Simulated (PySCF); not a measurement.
Ionisation energy along the 14-electron series

Calculated with PySCF 2.14 and a two-component X2C-1e Hamiltonian (Gaussian nucleus, no Breit or QED terms), each ion in its own even-tempered basis scaled to its charge; GMP2 freezes 1s2 and drops the highest virtual spinors. Values in eV. NIST values: (m) measured, (s) semi-empirical, (t) theoretical.

| ion | configuration | GHF (spin-free) | GMP2 (spin-free) | GHF (screened spin-orbit) | GMP2 (screened spin-orbit) | NIST |
| --- | --- | --- | --- | --- | --- | --- |
| Fe¹²⁺ | [Ne] 3s2 3p2 | 358.18 | 358.91 | 357.75 | 358.51 | 361 ± 0.7 (s) |
| Ni¹⁴⁺ | [Ne] 3s2 3p2 | 460.19 | 460.91 | 459.75 | 460.55 | 462.8 ± 1.1 (s) |

(1) Fill in the row of Co¹³⁺.

Answers

(1) configuration: [Ne] 3s2 3p2; GHF (spin-free): 407.64; GMP2 (spin-free): 408.36; GHF (screened spin-orbit): 407.20; GMP2 (screened spin-orbit): 407.96; NIST: 410 ± 1 (s).
